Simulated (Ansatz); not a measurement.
`C#C[Si](C)(Cl)Cl` + `c1ccccc1` → `C[Si](Cl)(Cl)c1ccccc1` + `C#C`  (formal exchange of groups at the Si–C bond)

Program: Ansatz. Geometries: PBE0-D4/def2-TZVP. ΔE: electronic, gas phase. CCSD(T)/CBS is the MP2 limit (def2-TZVPP, def2-QZVPP) plus CCSD(T) − MP2 in def2-TZVPP, frozen cores. This one scheme is used for every species. Functionals use def2-TZVPP. One conformer a species, not always the lowest.

```csv
level,ΔE (kJ/mol)
ωB97M-V,29.8
SCS-MP2/def2-QZVPP,31.9
```

**Question.** What does CCSD(T)/CBS give? (Estimate.)

**Answer.** Computed: +29.4 kJ/mol. The listed levels differ from it by 0.4, 2.5 kJ/mol.

Largest T1 diagnostic among the species: 0.013.

In def2-TZVPP, CCSD(T) changes the Hartree–Fock value by −16.7 kJ/mol (the triples alone add −2.8 kJ/mol) and MP2 by −18.5 kJ/mol. The D4 term adds −13.6 kJ/mol with B3LYP and −8.4 kJ/mol with PBE0; it sums over pairs of atoms, weighted by their polarisabilities, and B3LYP, whose exchange is more repulsive, gets the larger term. Leaving LDA and LC-ωPBE aside and taking each functional with its dispersion term where it has one, the values, not all of them listed here, spread over 10.8 kJ/mol, from revPBE-D4 to B97M-V. LDA lies −9.0 kJ/mol from PBE without D4.

B3LYP here is the variant with VWN-RPA as its local correlation; programs differ in this.
